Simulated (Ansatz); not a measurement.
Geometry optimisation, Ansatz, RKS B3LYP/def2-SVP.

Input:

```yaml
crystal:
  periodic: [false, false, false]
  atoms:
    - { symbol: Si, position_ang: [-0.3449, 0.5193, 0.5154] }
    - { symbol: C, position_ang: [0.7062, -1.3813, 0.6447] }
    - { symbol: H, position_ang: [-1.5255, 0.7247, 1.3403] }
    - { symbol: H, position_ang: [0.7286, 1.1648, 1.3187] }
    - { symbol: C, position_ang: [-0.1475, 1.3559, -1.1715] }
    - { symbol: H, position_ang: [-0.5343, -1.282, 0.018] }
    - { symbol: F, position_ang: [-1.572, -0.8007, -0.3603] }
    - { symbol: H, position_ang: [0.7693, -1.4737, 1.7201] }
    - { symbol: H, position_ang: [0.5736, -2.4021, 0.2583] }
    - { symbol: H, position_ang: [1.6614, -1.0516, 0.2549] }
    - { symbol: H, position_ang: [0.8018, 1.1119, -1.6372] }
    - { symbol: H, position_ang: [-0.9396, 1.0831, -1.8588] }
    - { symbol: H, position_ang: [-0.1771, 2.4316, -1.0427] }
basis:
  gaussian: { orbitals: def2-SVP }
hamiltonian:
  xc: b3lyp
relax:
  f_tol: 0.15
  max_steps: 25
  restrain:
    - { distance: [0, 6], at: 1.68, k: 30.0 }
    - { distance: [5, 1], at: 1.07, k: 30.0 }
    - { distance: [0, 1], at: 3.17, k: 30.0 }
    - { distance: [5, 6], at: 2.18, k: 30.0 }
```

Launched with:

```bash
$ ansatz run input.yaml --threads 2 --pin off --max-ram 3072MiB --backend cpu --events-out ev --progress --plain --runs-dir out
```

Where does it end, and by what steps?

The forces met the threshold. The restraints hold the end off the free minimum. After 14 steps the energy has fallen by 2.993 eV (the restraints' own energy left out); H3 moved furthest, 1.30 Å. Parted: Si1–C2. Joined: C2–H6.

| step | energy less start (eV) | largest force component (eV/Å) | accepted |
| --- | --- | --- | --- |
| 0 | 0.0000 | 0.883 | yes |
| 1 | 0.2060 | 3.199 | yes |
| 2 | 0.1729 | 4.863 | yes |
| 3 | -0.4283 | 2.939 | yes |
| 4 | -1.4508 | 1.108 | yes |
| 5 | -2.1044 | 0.784 | yes |
| 6 | -2.5112 | 0.705 | yes |
| 7 | -2.7501 | 0.952 | yes |
| 8 | -2.8455 | 1.141 | yes |
| 9 | -2.9153 | 0.947 | yes |
| 10 | -2.9543 | 0.946 | yes |
| 11 | -2.9759 | 0.948 | yes |
| 12 | -2.9864 | 0.786 | yes |
| 13 | -2.9907 | 0.754 | yes |
| 14 | -2.9931 | 0.744 | yes |

```xyz
13
Properties=species:S:1:pos:R:3
Si -0.956 0.838 0.476
C 0.975 -1.701 0.468
H -1.908 1.896 0.912
H 0.005 0.587 1.574
C -0.163 1.341 -1.142
H -0.038 -1.678 0.084
F -1.880 -0.522 0.255
H 0.954 -1.692 1.567
H 1.468 -2.627 0.133
H 1.560 -0.844 0.109
H 0.532 0.590 -1.544
H -0.943 1.531 -1.897
H 0.395 2.282 -0.996
```

Run time: 38 s on 2 threads of Arm Neoverse V1 (shared host), peak memory 0.22 GiB.
